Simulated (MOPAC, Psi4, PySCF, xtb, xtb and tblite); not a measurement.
Relaxed torsion scan: C₈H₇NSe, SMILES c1c[nH]c(-c2ccc[se]2)c1. Scanned: dihedral N3–C4–C5–Se9; all other coordinates were relaxed at GFN2-xTB. Points at φ and −φ are mirror images.

Geometry of the scan point at 60° (Å):
```
17

C      2.8472     0.5087    -0.4142
C      2.7627    -0.8516    -0.5497
N      1.4670    -1.2141    -0.3808
C      0.7102    -0.1074    -0.1167
C     -0.7248    -0.1649     0.0325
C     -1.6439     0.6144    -0.6071
C     -2.9847     0.4328    -0.1968
C     -3.1593    -0.4720     0.7983
Se    -1.5579    -1.2160     1.3657
C      1.5510     0.9848    -0.1535
H      3.7368     1.1014    -0.4934
H      3.5250    -1.5766    -0.7563
H      1.1076    -2.1548    -0.4082
H     -1.3625     1.2972    -1.3908
H     -3.8031     0.9689    -0.6475
H     -4.0896    -0.7629     1.2517
H      1.2617     2.0034     0.0122
```

Levels of theory: GFN2-xTB (xtb and tblite); B3LYP/def2-SVP // GFN2-xTB (Psi4); B3LYP-D3(BJ)/def2-SVP // GFN2-xTB (Psi4); PBE/def2-SVP // GFN2-xTB (Psi4); PBE-D3(BJ)/def2-SVP // GFN2-xTB (Psi4); PM6, restricted, heats of formation // GFN2-xTB (MOPAC); AM1, restricted, heats of formation // GFN2-xTB (MOPAC); GFN1-xTB // GFN2-xTB (xtb); RKS-B3LYP/6-31G* = PySCF with restricted B3LYP/6-31G*, spherical d, density fitting // GFN2-xTB; RHF/LANL2DZ = restricted Hartree-Fock/LANL2DZ, with its core potentials past Ne // GFN2-xTB (PySCF 2.14.0); RKS-BP86/6-31G* = restricted BP86/6-31G*, spherical d, density fitting // GFN2-xTB (PySCF).

Least-squares fit of E(φ) = a0 + Σ (a_n cos nφ + b_n sin nφ), n = 1 to 4, to the 12 scan points, in kJ/mol above the lowest point of each profile (levels whose profile four harmonics don't fit are not listed):

```tsv
method	a0	a1	b1	a2	b2	a3	b3	a4	b4	rms of fit
GFN2-xTB	10.32	-1.45	0.00	-10.35	0.00	0.18	0.00	1.44	0.00	0.14
B3LYP/def2-SVP	4.06	0.77	0.00	-4.78	0.00	0.32	0.00	2.30	0.00	0.10
B3LYP-D3(BJ)/def2-SVP	4.45	0.74	0.00	-5.55	0.00	0.30	0.00	2.46	0.00	0.14
PBE/def2-SVP	4.58	0.62	0.00	-5.89	0.00	0.28	0.00	2.43	0.00	0.17
PBE-D3(BJ)/def2-SVP	4.85	0.60	0.00	-6.25	0.00	0.26	0.00	2.52	0.00	0.19
PM6	3.68	5.25	0.00	2.80	0.00	0.69	0.00	0.49	0.00	0.27
AM1	5.87	2.74	0.00	-3.42	0.00	0.00	0.00	0.06	0.00	0.27
GFN1-xTB	10.39	0.66	0.00	-10.91	0.00	-0.15	0.00	1.17	0.00	0.10
RKS-B3LYP/6-31G*	3.31	0.22	0.00	-4.24	0.00	0.36	0.00	2.26	0.00	0.09
RHF/LANL2DZ	2.38	0.69	0.00	-1.77	0.00	0.50	0.00	1.41	0.00	0.19
RKS-BP86/6-31G*	3.51	0.04	0.00	-4.94	0.00	0.33	0.00	2.37	0.00	0.15
```
